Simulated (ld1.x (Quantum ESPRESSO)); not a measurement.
cobalt (Co): variants of one RRKJ potential

Base potential:

cobalt, norm-conserving RRKJ (Kleinman–Bylander form), made with ld1.x (Quantum ESPRESSO) 7.5 (LDA (PZ), non-relativistic). Core [Ne] 3s2, reference 3p6 3d7 4s2 4p0. Waves: 4s (bound): rc 2.15 bohr; 3p (bound): rc 0.75 bohr; 3d (bound): rc 1.60 bohr. Local part: the d channel. Core correction: none. rho0 = 0.02.

All-electron outer shells of the reference configuration (LDA (PZ), non-relativistic, ld1.x):

| shell | level (eV) | outermost node (bohr) | outermost maximum (bohr) |
| --- | --- | --- | --- |
| 3s | -99.36 | 0.32 | 0.67 |
| 3p | -64.98 | 0.29 | 0.68 |
| 3d | -8.77 | – | 0.66 |
| 4s | -5.57 | 0.97 | 2.32 |
| 4p | -1.42 | 1.06 | 3.21 |

Cutoffs, loose and tight: the cutoffs (Ry, on a coarse ladder) from which the occupation-weighted sum of valence levels, in a spherical-Bessel basis at the reference potential, stays within 10 and 1 mRy of its value at 400 Ry. They do not see the model core or the augmentation charge, which bear on the density cutoff. Test errors are all-electron minus pseudo excitation energies from the reference, over the configurations 3p6 3d7 4s1 4p0; 3p6 3d7 4s0 4p0; 3p6 3d6 4s0 4p0; 3p6 3d5 4s0 4p0; 3p6 3d7 4s0 4p2; 3p6 3d7 4s1.5 4p0; 3p6 3d7.5 4s1.5 4p0 (two spin-polarised tests are not counted in the largest error). A dash means not determined; rows that change the core or the reference have their own tests.

A true bound ghost makes a file unfit for plane-wave use even where its test errors are small: the radial tests pick states by their node count and pass the ghost by.

Cutoffs are not given where the Bessel-basis levels miss the radial ones by over 6 mRy, ghosts where they miss by over 20 mRy; a channel whose overlap is not positive is not tested.

| change | outcome | cutoff, loose | cutoff, tight | bound ghosts | largest test error (meV) |
| --- | --- | --- | --- | --- | --- |
| base | generated | 230 Ry | 300 Ry | s | -559 |
| wave 3p (bound): rc 0.75 bohr becomes 3p (bound): rc 0.50 bohr | generated | – | – | s | -549 |
| wave 3p (bound): rc 0.75 bohr becomes 3p (bound): rc 0.66 bohr | generated | 260 Ry | over 300 Ry | s | -556 |
| wave 3p (bound): rc 0.75 bohr becomes 3p (bound): rc 0.72 bohr | generated | 260 Ry | 300 Ry | s | -559 |
| wave 3p (bound): rc 0.75 bohr becomes 3p (bound): rc 0.78 bohr | generated | 230 Ry | over 300 Ry | s | -560 |
| wave 3p (bound): rc 0.75 bohr becomes 3p (bound): rc 0.86 bohr | generated | 180 Ry | 300 Ry | s | -559 |
| wave 3p (bound): rc 0.75 bohr becomes 3p (bound): rc 0.96 bohr | generated | 140 Ry | 230 Ry | s | -556 |
| wave 3p (bound): rc 0.75 bohr becomes 3p (bound): rc 1.10 bohr | generated | 100 Ry | 180 Ry | s | -551 |

Task: What comes out with this change to the base: wave 3p (bound): rc 0.75 bohr becomes 3p (bound): rc 1.06 bohr?

Result: outcome: generated; cutoff, loose: 110 Ry; cutoff, tight: 180 Ry; bound ghosts: s; largest test error (meV): -552.

Task: What comes out with this change to the base: wave 3p (bound): rc 0.75 bohr becomes 3p (bound): rc 0.56 bohr?

Result: outcome: generated; cutoff, loose: over 300 Ry; cutoff, tight: over 300 Ry; bound ghosts: s; largest test error (meV): -550.

Reading the sweep of the p radius (base included, trends over the rows without a ghost): Bound ghosts are found at 0.5, 0.56, 0.66, 0.72, 0.75, 0.78, 0.86, 0.96, 1.06, 1.1 bohr. Every judged row has one, so this setting neither creates nor removes them.
